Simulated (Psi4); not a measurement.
C₃H₆O₃, triplet, geometry from GFN2-xTB of the parent state (a higher spin typed on purpose: for a closed-shell molecule this is an excited state); MP2/3-21G in Psi4.

Input for Psi4:
```
memory 2 GB

molecule {
0 3
  C     2.32517331    0.09994214    0.05033470
  O     1.10482066   -0.54437804    0.39359877
  C    -0.00225252    0.06041020   -0.03827659
  O    -0.04037348    1.07614926   -0.67209545
  O    -1.06015611   -0.65053184    0.35332550
  C    -2.32406787   -0.12639913   -0.03399431
  H     2.33572923    1.12457047    0.42682949
  H     3.11149818   -0.48764306    0.51637074
  H     2.45383247    0.12126973   -1.03361495
  H    -3.06483642   -0.80965771    0.37240314
  H    -2.40104093   -0.07929089   -1.12196490
  H    -2.46262854    0.87711717    0.37296294
}

set basis 3-21g
set reference uhf

energy('mp2')
print_variables()
```

The log (banner, timings and long lists left out):

```
    SCF Algorithm Type (re)set to DF.

   => Loading Basis Set <=

    Name: 3-21G
    Role: ORBITAL
    Keyword: BASIS

         ---------------------------------------------------------
                                   SCF
               by Justin Turney, Rob Parrish, Andy Simmonett
                          and Daniel G. A. Smith
                              UHF Reference
         ---------------------------------------------------------

  ==> Geometry <==

    Molecular point group: c1
    Full point group: C1

    Geometry (in Angstrom), charge = 0, multiplicity = 3:

       Center              X                  Y                   Z               Mass
    ------------   -----------------  -----------------  -----------------  -----------------
         C            2.324871087959     0.108160594836     0.045192308136    12.000000000000
         O            1.104518437959    -0.536159585164     0.388456378136    15.994914619570
         C           -0.002554742041     0.068628654836    -0.043418981864    12.000000000000
         O           -0.040675702041     1.084367714836    -0.677237841864    15.994914619570
         O           -1.060458332041    -0.642313385164     0.348183108136    15.994914619570
         C           -2.324370092041    -0.118180675164    -0.039136701864    12.000000000000
         H            2.335427007959     1.132788924836     0.421687098136     1.007825032230
         H            3.111195957959    -0.479424605164     0.511228348136     1.007825032230
         H            2.453530247959     0.129488184836    -1.038757341864     1.007825032230
         H           -3.065138642041    -0.801439255164     0.367260748136     1.007825032230
         H           -2.401343152041    -0.071072435164    -1.127107291864     1.007825032230
         H           -2.462930762041     0.885335624836     0.367820548136     1.007825032230

  Running in c1 symmetry.

  Rotational constants: A =      0.35361  B =      0.07891  C =      0.06612 [cm^-1]
  Rotational constants: A =  10601.07345  B =   2365.69116  C =   1982.30775 [MHz]
  Nuclear repulsion =  253.043171540173432

  Charge       = 0
  Multiplicity = 3
  Electrons    = 48
  Nalpha       = 25
  Nbeta        = 23

  ==> Algorithm <==

  SCF Algorithm Type is DF.
  DIIS enabled.
  MOM disabled.
  Fractional occupation disabled.
  Guess Type is SAD.
  Energy threshold   = 1.00e-08
  Density threshold  = 1.00e-08
  Integral threshold = 1.00e-12

  ==> Primary Basis <==

  Basis Set: 3-21G
    Blend: 3-21G
    Number of shells: 42
    Number of basis functions: 66
    Number of Cartesian functions: 66
    Spherical Harmonics?: false
    Max angular momentum: 1

   => Loading Basis Set <=

    Name: (3-21G AUX)
    Role: JKFIT
    Keyword: DF_BASIS_SCF

  ==> Integral Setup <==

  SCF_SUBTYPE=INCORE selected. In-core MEM_DF algorithm will be used.
  Using in-core AOs.

  ==> MemDFJK: Density-Fitted J/K Matrices <==

    J tasked:                   Yes
    K tasked:                   Yes
    wK tasked:                   No
    Algorithm:                 Core
    Schwarz Cutoff:           1E-12
    Mask sparsity (%):       5.3260
    Fitting Condition:        1E-10

   => Auxiliary Basis Set <=

  Basis Set: (3-21G AUX)
    Blend: DEF2-UNIVERSAL-JKFIT
    Number of shells: 186
    Number of basis functions: 666
    Number of Cartesian functions: 666
    Spherical Harmonics?: false
    Max angular momentum: 4

  Minimum eigenvalue in the overlap matrix is 2.5369560825E-02.
  Reciprocal condition number of the overlap matrix is 6.2079407140E-03.
    Using symmetric orthogonalization.

  ==> Pre-Iterations <==

  SCF Guess: Superposition of Atomic Densities via on-the-fly atomic UHF (no occupation information).

   -------------------------
    Irrep   Nso     Nmo
   -------------------------
     A         66      66
   -------------------------
    Total      66      66
   -------------------------

  ==> Iterations <==

                           Total Energy        Delta E     RMS |[F,P]|

   @DF-UHF iter SAD:  -338.72887694196146   -3.38729e+02   0.00000e+00
   @DF-UHF iter   1:  -339.30327459572652   -5.74398e-01   8.29949e-03 DIIS/ADIIS
   @DF-UHF iter   2:  -339.42724102284922   -1.23966e-01   4.91717e-03 DIIS/ADIIS
   @DF-UHF iter   3:  -339.46644780978659   -3.92068e-02   1.08812e-03 DIIS/ADIIS
   @DF-UHF iter   4:  -339.47398898882921   -7.54118e-03   4.72256e-04 DIIS/ADIIS
   @DF-UHF iter   5:  -339.47551885864095   -1.52987e-03   2.57853e-04 DIIS/ADIIS
   @DF-UHF iter   6:  -339.47604156787850   -5.22709e-04   6.40791e-05 DIIS
   @DF-UHF iter   7:  -339.47607581513824   -3.42473e-05   3.07640e-05 DIIS
   @DF-UHF iter   8:  -339.47608808663415   -1.22715e-05   2.46968e-05 DIIS
   @DF-UHF iter   9:  -339.47609593378451   -7.84715e-06   2.81472e-05 DIIS
   @DF-UHF iter  10:  -339.47608181619006    1.41176e-05   1.30302e-05 DIIS
   @DF-UHF iter  11:  -339.47608224216162   -4.25972e-07   1.20532e-05 DIIS
   @DF-UHF iter  12:  -339.47608212049738    1.21664e-07   6.69814e-06 DIIS
   @DF-UHF iter  13:  -339.47608313966742   -1.01917e-06   6.31138e-06 DIIS
   @DF-UHF iter  14:  -339.47608435212442   -1.21246e-06   6.23545e-06 DIIS
   @DF-UHF iter  15:  -339.47608559535757   -1.24323e-06   6.21539e-06 DIIS
   @DF-UHF iter  16:  -339.47608697533917   -1.37998e-06   6.22470e-06 DIIS
   @DF-UHF iter  17:  -339.47608581085888    1.16448e-06   6.22041e-06 DIIS
   @DF-UHF iter  18:  -339.47608392964008    1.88122e-06   6.21134e-06 DIIS
   @DF-UHF iter  19:  -339.47607227300364    1.16566e-05   6.52565e-06 DIIS
   @DF-UHF iter  20:  -339.47607295251748   -6.79514e-07   7.08944e-06 DIIS
   @DF-UHF iter  21:  -339.47608106875634   -8.11624e-06   7.30277e-06 DIIS
   @DF-UHF iter  22:  -339.47611101546448   -2.99467e-05   1.64144e-05 DIIS
   @DF-UHF iter  23:  -339.47607334397213    3.76715e-05   1.21444e-05 DIIS
   @DF-UHF iter  24:  -339.47603898876139    3.43552e-05   3.29543e-05 DIIS
[...]
   @DF-UHF iter  44:  -339.47612227964322    3.77960e-06   1.03185e-04 DIIS/ADIIS
   @DF-UHF iter  45:  -339.47612351717123   -1.23753e-06   1.03704e-04 DIIS/ADIIS
   @DF-UHF iter  46:  -339.47588667676058    2.36840e-04   1.81681e-04 DIIS/ADIIS
   @DF-UHF iter  47:  -339.47609677255508   -2.10096e-04   7.32240e-05 DIIS
   @DF-UHF iter  48:  -339.47608014985673    1.66227e-05   7.50642e-05 DIIS
   @DF-UHF iter  49:  -339.47608229473741   -2.14488e-06   7.49038e-05 DIIS
   @DF-UHF iter  50:  -339.47607976262526    2.53211e-06   7.62420e-05 DIIS
   @DF-UHF iter  51:  -339.47608107504942   -1.31242e-06   7.55568e-05 DIIS
   @DF-UHF iter  52:  -339.47607550963755    5.56541e-06   7.66379e-05 DIIS
   @DF-UHF iter  53:  -339.47608950607895   -1.39964e-05   7.15297e-05 DIIS
   @DF-UHF iter  54:  -339.47609305088048   -3.54480e-06   7.10400e-05 DIIS
   @DF-UHF iter  55:  -339.47603169514218    6.13557e-05   9.84525e-05 DIIS
   @DF-UHF iter  56:  -339.47606142836241   -2.97332e-05   6.67635e-05 DIIS
   @DF-UHF iter  57:  -339.47603391178973    2.75166e-05   8.37472e-05 DIIS
   @DF-UHF iter  58:  -339.47603226416817    1.64762e-06   8.57635e-05 DIIS
   @DF-UHF iter  59:  -339.47604103916825   -8.77500e-06   7.70926e-05 DIIS
   @DF-UHF iter  60:  -339.47604188939533   -8.50227e-07   7.63032e-05 DIIS
   @DF-UHF iter  61:  -339.47603353291152    8.35648e-06   8.29244e-05 DIIS
   @DF-UHF iter  62:  -339.47604084510652   -7.31220e-06   7.47104e-05 DIIS
   @DF-UHF iter  63:  -339.47603966676479    1.17834e-06   7.63919e-05 DIIS
   @DF-UHF iter  64:  -339.47610084096709   -6.11742e-05   2.19196e-05 DIIS
   @DF-UHF iter  65:  -339.47610250302591   -1.66206e-06   2.14101e-05 DIIS
   @DF-UHF iter  66:  -339.47604812305144    5.43800e-05   4.86466e-05 DIIS
   @DF-UHF iter  67:  -339.47603921006828    8.91298e-06   5.22203e-05 DIIS
   @DF-UHF iter  68:  -339.47603530048258    3.90959e-06   5.86933e-05 DIIS
   @DF-UHF iter  69:  -339.47603735912810   -2.05865e-06   5.81813e-05 DIIS
   @DF-UHF iter  70:  -339.47601547539051    2.18837e-05   7.24801e-05 DIIS
   @DF-UHF iter  71:  -339.47600402238891    1.14530e-05   8.22130e-05 DIIS
   @DF-UHF iter  72:  -339.47599035653536    1.36659e-05   9.60637e-05 DIIS
   @DF-UHF iter  73:  -339.47600343744796   -1.30809e-05   8.51494e-05 DIIS
   @DF-UHF iter  74:  -339.47599453508951    8.90236e-06   9.79296e-05 DIIS
   @DF-UHF iter  75:  -339.47605731574322   -6.27807e-05   4.84838e-05 DIIS
   @DF-UHF iter  76:  -339.47610355980572   -4.62441e-05   4.25648e-05 DIIS
   @DF-UHF iter  77:  -339.47602967918129    7.38806e-05   7.13306e-05 DIIS
   @DF-UHF iter  78:  -339.47602150659475    8.17259e-06   7.69156e-05 DIIS
   @DF-UHF iter  79:  -339.47595155489660    6.99517e-05   1.38701e-04 DIIS/ADIIS
   @DF-UHF iter  80:  -339.47593601801589    1.55369e-05   1.41586e-04 DIIS/ADIIS
   @DF-UHF iter  81:  -339.47590103168648    3.49863e-05   1.68941e-04 DIIS/ADIIS
   @DF-UHF iter  82:  -339.47615924705423   -2.58215e-04   1.29744e-04 DIIS/ADIIS
   @DF-UHF iter  83:  -339.47612198928914    3.72578e-05   1.02826e-04 DIIS/ADIIS
   @DF-UHF iter  84:  -339.47608930594720    3.26833e-05   7.60065e-05 DIIS
   @DF-UHF iter  85:  -339.47607240222061    1.69037e-05   7.37497e-05 DIIS
   @DF-UHF iter  86:  -339.47608368519616   -1.12830e-05   7.49670e-05 DIIS
   @DF-UHF iter  87:  -339.47605435658033    2.93286e-05   8.20532e-05 DIIS
   @DF-UHF iter  88:  -339.47601099458296    4.33620e-05   1.08445e-04 DIIS/ADIIS
   @DF-UHF iter  89:  -339.47605753977678   -4.65452e-05   7.45055e-05 DIIS
   @DF-UHF iter  90:  -339.47609262278002   -3.50830e-05   6.17963e-05 DIIS
   @DF-UHF iter  91:  -339.47606910386230    2.35189e-05   6.71370e-05 DIIS
   @DF-UHF iter  92:  -339.47607184265172   -2.73879e-06   6.55938e-05 DIIS
   @DF-UHF iter  93:  -339.47595990815182    1.11934e-04   1.37274e-04 DIIS/ADIIS
   @DF-UHF iter  94:  -339.47587557420576    8.43339e-05   1.94958e-04 DIIS/ADIIS
   @DF-UHF iter  95:  -339.47607463230327   -1.99058e-04   5.49556e-05 DIIS
   @DF-UHF iter  96:  -339.47602008517293    5.45471e-05   8.74314e-05 DIIS
   @DF-UHF iter  97:  -339.47607736083467   -5.72757e-05   5.45559e-05 DIIS
   @DF-UHF iter  98:  -339.47605337855941    2.39823e-05   6.67052e-05 DIIS
   @DF-UHF iter  99:  -339.47609331431801   -3.99358e-05   6.80796e-05 DIIS
   @DF-UHF iter 100:  -339.47606422576757    2.90886e-05   7.52818e-05 DIIS

PsiException: Could not converge SCF iterations in 100 iterations.

  Failed to converge.

Traceback (most recent call last):
  File "psi4", line 375, in <module>
  File "<string>", line 33, in <module>
  File "site-packages/psi4/driver/driver.py", line 533, in energy
  File "site-packages/psi4/driver/procrouting/proc.py", line 167, in select_mp2
  File "site-packages/psi4/driver/procrouting/proc.py", line 4366, in run_dfmp2
  File "site-packages/psi4/driver/procrouting/proc.py", line 2047, in scf_helper
  File "site-packages/psi4/driver/procrouting/scf_proc/scf_iterator.py", line 93, in scf_compute_energy
  File "site-packages/psi4/driver/procrouting/scf_proc/scf_iterator.py", line 86, in scf_compute_energy
  File "site-packages/psi4/driver/procrouting/scf_proc/scf_iterator.py", line 609, in scf_iterate

psi4.driver.p4util.exceptions.SCFConvergenceError: Could not converge SCF iterations in 100 iterations.

Printing out the relevant lines from the Psithon --> Python processed input file:
      H    -2.46262854    0.87711717    0.37296294
    """)
    core.IO.set_default_namespace("")
    core.set_global_option("BASIS", "3-21g")
    core.set_global_option("REFERENCE", "uhf")
--> energy('mp2')
    print_variables()

!-------------------------------------------------------!
!                                                       !
!  Could not converge SCF iterations in 100 iterations. !
!                                                       !
!-------------------------------------------------------!
```

Convergence was not reached.
